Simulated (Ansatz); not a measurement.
`[CH2]1[S][GeH2]1` → `C[S][GeH]`  (isomerisation)

Isolated molecules relaxed with PBE0-D4/def2-TZVP in Ansatz; ΔE leaves out vibrations. CCSD(T)/CBS is the MP2 limit (def2-TZVPP, def2-QZVPP) plus CCSD(T) − MP2 in def2-TZVPP, frozen cores. Functionals use def2-TZVPP. B3LYP here is the variant with VWN-RPA as its local correlation; programs differ in this. For Ge outer-core shells are correlated without core-valence functions, which leaves a few kJ/mol of doubt a bond. Scalar relativity is left out up to krypton.

`[CH2]1[S][GeH2]1`:

```xyz
7

C    -0.548    0.701    0.417
S     0.393    1.272   -1.066
Ge    0.474   -0.773   -0.288
H    -0.224    1.152    1.349
H    -1.625    0.692    0.283
H    -0.232   -1.850   -1.107
H     1.763   -1.194    0.412
```

`C[S][GeH]`:

Cartesian coordinates in Å:
```
C 0.805 -0.681 0.400
S 0.107 0.972 0.152
Ge -1.746 0.588 -0.951
H 0.165 -1.446 -0.043
H 0.904 -0.868 1.470
H 1.792 -0.723 -0.060
H -2.027 2.157 -0.967
```

CCSD(T)/CBS gives -0.44 eV.

Problem. Another level gave -0.63 eV. Which?
A. MP2/def2-TZVPP
B. B3LYP-D4/def2-TZVPP
C. revPBE-D4/def2-TZVPP
D. LDA (SPW92)/def2-TZVPP

Solution. C. revPBE-D4 -0.63, LDA (SPW92) -0.41, MP2/def2-TZVPP -0.23, B3LYP-D4 -0.73 eV.

Problem. What do rigid-rotor, harmonic-oscillator terms from PBE0-D4/def2-TZVP frequencies (298.15 K, 1 bar) make of the CCSD(T)/CBS value? (An estimate is asked.)

Solution. The calculation gave: ΔZPE = +0.06 eV, ΔH = -0.35 eV, ΔS = 20 J/(mol·K), ΔG = -0.42 eV.

Largest T1 diagnostic among the species: 0.015.

From BLYP to BHLYP (50 % exact exchange), in def2-TZVPP and without D4, ΔE moves by +0.19 eV. At CCSD(T), def2-SVP lies −0.11 eV from the extrapolated value and def2-TZVPP +0.07 eV. In def2-TZVPP, CCSD(T) changes the Hartree–Fock value by +0.26 eV (the triples alone add +0.03 eV) and MP2 by +0.39 eV.
